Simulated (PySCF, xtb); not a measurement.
GaH2Br, SMILES [GaH2][Br].

xtb with GFN2-xTB at its own geometry gives an orbital gap of 5.24 eV and a dipole moment of 4.52 D.

Geometry optimised at B3LYP-D3(BJ)/def2-TZVP.

### Question
What does HF/def2-TZVPD in PySCF give? (Estimate from the structure and the level; the computed values follow.)

### Answer
gap 11.65 eV (levels -10.95 and 0.70 eV), dipole 2.24 D.
